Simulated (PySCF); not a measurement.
## Two-dimensional NMR puzzle

Compound of formula C₇H₁₅PSi. Correlations simulated from computed shifts and the bond graph:

HSQC (one-bond C–H):
```tsv
δH	δC
5.42	116.4
5.30	116.4
2.89	49.2
2.64	28.7
2.14	28.7
1.96	34.5
1.15	23.9
1.08	21.2
```

COSY cross peaks (H two or three bonds apart, from the bond graph; peaks can be absent where the dihedral angle is near 90°):
```tsv
δH	δH
5.42	5.30
5.14	2.89
5.14	2.64
5.14	2.14
5.14	1.44
2.89	1.96
2.64	2.14
1.96	1.15
1.96	1.08
```

HMBC (two and three bonds, from the bond graph):
```tsv
δH	δC
5.42	160.1, 49.2, 28.7
5.30	160.1, 49.2, 28.7
5.14	160.1, 49.2, 34.5, 28.7
2.89	160.1, 116.4, 34.5, 28.7, 23.9, 21.2
2.64	160.1, 116.4, 49.2
2.14	160.1, 116.4, 49.2
1.96	160.1, 49.2, 23.9, 21.2
1.44	49.2, 28.7
1.15	49.2, 34.5, 21.2
1.08	49.2, 34.5, 23.9
```

Carbons without hydrogens: δ 160.1.

Computational details: shielding tensors at PBE0/pcSseg-1 (GIAO), geometry: GFN2-xTB, in PySCF 2.14.0 with density-fitted response routines (averaged over atoms made equivalent by symmetry, fast rotation or ring inversion, single conformer, no solvent model, no relativistic terms).

Referencing at the same level of theory: TMS for 1H (σref 31.72) and 13C (σref 186.93).

Exchangeable hydrogens are left out of these lists.

Question: Work out the connectivity.

Answer: SMILES C=C1C[Si@@H](P)[C@H]1C(C)C.

Atom-mapped SMILES (the numbers label the heavy atoms): `[CH2:1]=[C:2]1[CH2:3][Si@@H:4]([PH2:5])[C@H:6]1[CH:7]([CH3:8])[CH3:9]`. Each H is labelled by its parent atom. Ha(C1) is cis to C3; Ha(C3) is cis to P5 on the ring; Hb(C1) is trans to C3; Hb(C3) is trans to P5 on the ring.

- δC 160.1 is C2, a fully substituted alkene carbon.
- δC 116.4 is C1, a terminal =CH2 carbon (δH 5.42, 5.30).
- δC 49.2 is C6, an allylic sp3 CH bonded to Si (δH 2.89).
- δC 34.5 is C7, an sp3 CH (δH 1.96).
- δC 28.7 is C3, an allylic sp3 CH2 bonded to Si (δH 2.14, 2.64).
- δC 23.9 is C8, a methyl carbon (δH 1.15).
- δC 21.2 is C9, a methyl carbon (δH 1.08).
- HMBC from δH 5.42 reaches the proton-free carbon C2.
- HMBC from δH 5.30 reaches the proton-free carbon C2.
- HMBC from δH 5.14 reaches the proton-free carbon C2.
- HMBC from δH 2.89 reaches the proton-free carbon C2.
- COSY links 5.42–5.30, 5.14–2.89, 5.14–2.64, 5.14–2.14, 5.14–1.44, 2.89–1.96.

The shifts were computed for this structure.

Shifts are as computed. Against solution values, carbons near 30 ppm lie about +3 ppm off and those near 130 ppm about +5 ppm. Of 1309 compounds with measured shifts, 239 miss one by over three times the rms of a fit or turn the order of signals round; such compounds aren't used in these exercises.
